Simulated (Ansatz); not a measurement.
Sr6⁺. The state is a doublet with charge 1. Geometry PBE0/def2-SVP, that of the neutral singlet; atoms count from 1.

Cartesian coordinates in Å:
```
Sr -0.897 -2.859 2.636
Sr 1.036 1.315 -2.720
Sr -2.091 0.087 -0.217
Sr 0.715 -2.840 -1.272
Sr -0.374 3.964 0.257
Sr 1.611 0.333 1.316
```

In the def2 sets Sr takes a core potential; there is no spin–orbit coupling. The structure comes from a short search, and lower isomers may exist.

(1) Estimate the Mulliken populations from the PBE0/def2-TZVP orbitals of Ansatz.

(2) Where does the spin sit?

(3) And the Mayer bond orders between bonded heavy atoms (over 0.3)?

Answers

(1) 
```csv
atom,charge (e),spin (α − β)
Sr1,0.19,0.21
Sr2,0.20,0.23
Sr3,0.10,0.06
Sr4,0.20,0.23
Sr5,0.19,0.21
Sr6,0.10,0.06
```
Mulliken values and Mayer orders depend strongly on the basis.

(2) Summed by element: Sr 1.00, of 1 unpaired in all. Largest on single atoms: Sr4 0.23, Sr2 0.23, Sr5 0.21.

(3) Sr1–Sr3 0.38 (4.27 Å); Sr1–Sr4 0.48 (4.23 Å); Sr1–Sr6 0.38 (4.27 Å); Sr2–Sr3 0.34 (4.19 Å); Sr2–Sr4 0.45 (4.41 Å); Sr2–Sr5 0.48 (4.23 Å); Sr2–Sr6 0.34 (4.19 Å); Sr3–Sr4 0.34 (4.19 Å); Sr3–Sr5 0.38 (4.27 Å); Sr3–Sr6 0.39 (4.01 Å); Sr4–Sr6 0.34 (4.19 Å); Sr5–Sr6 0.38 (4.27 Å).
